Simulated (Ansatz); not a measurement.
Gas-phase electronic energies from Ansatz, PBE0-D4/def2-TZVP geometries. CBS: MP2 limit from def2 TZ/QZ plus the TZ coupled-cluster correction, frozen cores. This one scheme is used for every species. DFT in def2-TZVPP. For Ti outer-core shells are correlated without core-valence functions, which leaves a few kJ/mol of doubt a bond. Scalar relativity is left out up to krypton.

Consider the ligand exchange at a Ti–C bond: `C#[C][Ti]([F])([F])[C]#C` + H–F → `C#[C][Ti]([F])([F])[F]` + `C#C`.

`C#[C][Ti]([F])([F])[C]#C`:

Cartesian coordinates in Å:
```
C 1.896 1.622 1.103
C 1.361 0.700 0.520
Ti 0.476 -0.822 -0.443
F 0.819 -2.313 0.381
F 1.019 -0.864 -2.093
C -1.499 -0.463 -0.392
C -2.693 -0.245 -0.361
H 2.362 2.434 1.616
H -3.742 -0.049 -0.331
```

H–F:

```xyz
2

F     0.452   -0.016   -0.082
H    -0.452    0.016    0.082
```

`C#[C][Ti]([F])([F])[F]`:

```xyz
7

C     0.738   -0.091    1.962
C     0.312   -0.038    0.827
Ti   -0.395    0.049   -1.050
F    -2.080   -0.380   -1.026
F     0.502   -1.072   -2.031
F    -0.191    1.671   -1.642
H     1.114   -0.138    2.960
```

`C#C`:

```xyz
4

C     0.189    0.152   -0.547
C    -0.189   -0.152    0.547
H     0.527    0.423   -1.520
H    -0.527   -0.423    1.520
```

CCSD(T)/CBS gives -138.8 kJ/mol.

Question: Another level gave -152.7 kJ/mol. Which?
A. r2SCANh-D4/def2-TZVPP
B. LC-ωPBE/def2-TZVPP
C. SCS-MP2/def2-TZVPP
D. HF/def2-TZVPP

Answer: A. r2SCANh-D4 -152.7, SCS-MP2/def2-TZVPP -141.6, LC-ωPBE -168.4, HF/def2-TZVPP -157.4 kJ/mol.

Largest T1 diagnostic among the species: 0.023, so the coupled-cluster value is less sure than usual.

Leaving LDA and LC-ωPBE aside and taking each functional with its dispersion term where it has one, the values, not all of them listed here, spread over 15.6 kJ/mol, from CAM-B3LYP-D4 to revPBE-D4. In def2-TZVPP, CCSD(T) changes the Hartree–Fock value by +15.6 kJ/mol (the triples alone add +4.1 kJ/mol) and MP2 by +19.9 kJ/mol.

CCSD(T)/CBS has its own doubt, a few kJ/mol and more with outer-core shells, so smaller differences from it don't rank the levels.
